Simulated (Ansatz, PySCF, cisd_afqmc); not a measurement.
System: CCl, charge 0, doublet. CCl (SMILES Cl[C], doublet).
B3LYP-D3(BJ)/def2-TZVP minimum from Ansatz (an electronic-structure program):
```
C
Cl 1 1.6564
```
Charge 0, spin multiplicity 2.

Atomisation energy term by term, kcal/mol (programs: Ansatz, cisd_afqmc). Radicals and triplets start from unrestricted determinants; spin-orbit coupling is neglected. Correlated methods leave the cores frozen. Rows without X2C or -DK are non-relativistic. AFQMC is phaseless with a CISD trial state; ± is one standard error, without the phaseless bias. Outlying blocks are dropped, and bars are widened where a walk drifts. Over all cases where full CI ran beside it in this data, AFQMC minus full CI had a median of +0.1 mEh and passed +0.4 mEh in a tenth of the cases. CBS(X,Y): correlation extrapolated as X^-3, Hartree-Fock from the larger set (Q,5: extrapolated as (X+1)exp(-9√X)). A bracket is a step between two methods taken in the basis named. '+ core + X2C': CCSD(T) terms for core correlation (cc-pwCVTZ, 1s frozen past Ne) and scalar relativity (cc-pVTZ-DK).

| term | basis | kcal/mol |
|---|---|---|
| Hartree-Fock | CBS(cc-pV(Q+d)Z,cc-pV(5+d)Z) | 52.95 |
| CCSD correlation | CBS(cc-pV(Q+d)Z,cc-pV(5+d)Z) | 38.62 |
| (T) | CBS(cc-pV(Q+d)Z,cc-pV(5+d)Z) | 5.77 |
| CCSDT(Q) - CCSD(T) | cc-pV(Q+d)Z | 0.53 |
| CCSDTQ - CCSDT(Q) | cc-pV(D+d)Z | -0.07 |
| core correlation | cc-pwCVTZ | 0.46 |
| scalar relativity | X2C, cc-pVTZ-DK | -0.14 |
| minus zero-point energy | Hessian by PySCF at B3LYP-D3(BJ)/def2-TZVP | -1.22 |
| sum: D0 |  | 96.9 |

The step beyond CCSD(T) by other levels: CCSDTQ in cc-pV(D+d)Z 0.56; AFQMC/CISD in cc-pV(D+d)Z 0.80 ± 0.23; CCSDT(Q) in cc-pV(D+d)Z 0.63; CCSDT(Q) in cc-pV(T+d)Z 0.55 kcal/mol.
